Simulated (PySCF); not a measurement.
C₆H₅FS, SMILES C=Cc1ccc(F)s1 (GFN2-xTB optimised geometry):

```
13

C     -1.104    -2.594     0.000
C     -1.439    -1.307     0.000
C     -0.510    -0.205     0.000
C      0.858    -0.205     0.000
C      1.429     1.083     0.000
C      0.473     2.047     0.000
F      0.678     3.365     0.000
S     -1.136     1.425     0.000
H     -1.854    -3.365     0.000
H     -0.079    -2.920     0.000
H     -2.483    -1.022     0.000
H      1.448    -1.103     0.000
H      2.483     1.289     0.000
```

Method: CAM-B3LYP/def2-TZVP (PySCF).

Task: What are the frontier orbital energies and the dipole moment?

Result: HOMO-2 -10.15 eV, HOMO-1 -8.90 eV, HOMO -7.42 eV, LUMO -0.26 eV, LUMO+1 1.23 eV; dipole moment 1.45 D.

Meta-Löwdin charges at CAM-B3LYP/def2-TZVP: C1 -0.26, C2 -0.10, C3 -0.12, C4 -0.14, C5 -0.19, C6 0.16, F7 -0.25, S8 0.27, H9 0.13, H10 0.12, H11 0.12, H12 0.13, H13 0.14.
